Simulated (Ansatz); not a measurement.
A set of 12 reactions (bond dissociation), with CCSD(T)/CBS values in kJ/mol:

```csv
reaction,ΔE
`B[SiH](C)C` → `[BH2]`• + `C[SiH]C`•,377.6
`[Br][Al]([Br])[Br]` → `[Br][Al][Br]`• + Br•,441.7
`[F][Sb]([Cl])[Cl]` → F• + `[Cl][Sb][Cl]`•,467.6
`FC(Cl)Br` → `Cl[CH]Br`• + F•,465.2
`SB(S)Cl` → `S[B]S`• + Cl•,501.9
`C[SiH2]S[SiH3]` → `[SiH3][S]`• + `C[SiH2]`•,397.0
`COB(C)S` → `CO[B]S`• + `[CH3]`•,454.8
`[SiH3]Cl` → Cl• + `[SiH3]`•,470.1
`NCB(N)O` → `N[B]O`• + `[CH2]N`•,419.1
`COB(C)S` → `C[B]S`• + `C[O]`•,582.8
`B[SiH2]F` → `[BH2]`• + `F[SiH2]`•,385.6
`OB(F)F` → H• + `[O]B(F)F`•,537.3
```

Computed with Ansatz on PBE0-D4/def2-TZVP structures; ΔE is electronic, products minus reactants. CCSD(T)/CBS adds triple-zeta CCSD(T) − MP2 to the extrapolated MP2 energy (def2 sets, frozen cores). Small cases extrapolate CCSD(T) itself. Functionals use def2-TZVPP. B3LYP here is the variant with VWN-RPA as its local correlation; programs differ in this. No spin–orbit coupling; open shells (•) take unrestricted orbitals. Spin–orbit coupling would lower the free atoms: a little for Cl, F; clearly for Br. Elements past krypton have def2 core potentials. Bonds to Br, Sb are less sure, by a few kJ/mol each and by 10 to 20 or more in all where they break to atoms, as the def2 sets lack core-valence functions. Scalar relativity is left out up to krypton. One conformer a species, not always the lowest.

(1) Give the mean, mean absolute and largest difference (level minus CCSD(T)/CBS, kJ/mol) for: r2SCAN-D4, B3LYP-D4, ωB97X-V, ωB97M-V, B2PLYP, PBE, r2SCAN, HF/def2-TZVPP, SCS-MP2/def2-TZVPP, CCSD(T)/def2-TZVPP, HF/def2-QZVPP, MP2/def2-QZVPP, HF/CBS(def2), MP2/CBS(def2). (An estimate is asked.)

The largest T1 diagnostic in the set is 0.019, for `C[O]`• (customary mark 0.045).

CCSD(T)/CBS is a level of theory with its own doubt, and the functionals carry their triple-zeta basis error, so these figures describe this set and don't rank the functionals.

Results:

(1) The calculation gave: 
```csv
level,mean,mean absolute,largest
r2SCAN-D4,-25.8,25.8,-46.5
B3LYP-D4,-23.1,23.1,-35.1
ωB97X-V,-4.5,7.1,-16.5
ωB97M-V,-1.5,6.5,-16.0
B2PLYP,-20.2,20.2,-29.1
PBE,-19.5,21.2,-43.9
r2SCAN,-27.4,27.4,-49.1
HF/def2-TZVPP,-135.9,135.9,-191.3
SCS-MP2/def2-TZVPP,-3.1,6.6,-13.2
CCSD(T)/def2-TZVPP,-14.7,14.7,-29.1
HF/def2-QZVPP,-135.7,135.7,-187.1
MP2/def2-QZVPP,13.3,15.7,33.4
HF/CBS(def2),-135.6,135.6,-187.1
MP2/CBS(def2),19.5,20.4,38.4
```
